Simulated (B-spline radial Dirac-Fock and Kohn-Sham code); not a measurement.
What relativity does to the binding energies of Mo⁺

System: molybdenum as Mo⁺, [Kr] 4d5.

Both columns are ΔSCF binding energies of the configuration average from a radial B-spline solver: non-relativistic Hartree-Fock with a point nucleus, and Dirac-Fock with a finite nucleus and the Coulomb interaction alone, averaged over the two j levels with weights 2j+1.

| shell | Hartree-Fock (eV) | Dirac-Fock (eV) | shift (eV) | shift (%) |
| --- | --- | --- | --- | --- |
| 1s | 19575.4 | 20069.1 | +493.66 | +2.52 |
| 2s | 2776.1 | 2892.7 | +116.56 | +4.20 |
| 2p | 2544.7 | 2575.8 | +31.10 | +1.22 |
| 3s | 501.5 | 523.9 | +22.38 | +4.46 |
| 3p | 411.6 | 417.7 | +6.11 | +1.48 |
| 3d | 247.3 | 243.7 | -3.66 | -1.48 |
| 4s | 79.42 | 83.05 | +3.64 | +4.58 |
| 4p | 51.72 | 52.53 | +0.80 | +1.55 |
| 4d | 13.96 | 13.70 | -0.27 | -1.90 |

Relativity binds 1s, 2s, 2p, 3s, 3p, 4s, 4p more strongly, among those listed most of all 4s in relative terms, and 3d, 4d more weakly, because the contracted s and p shells screen the nucleus better.

Values without a named source are computed, but for edge energies of neutral atoms, which are taken from tables.
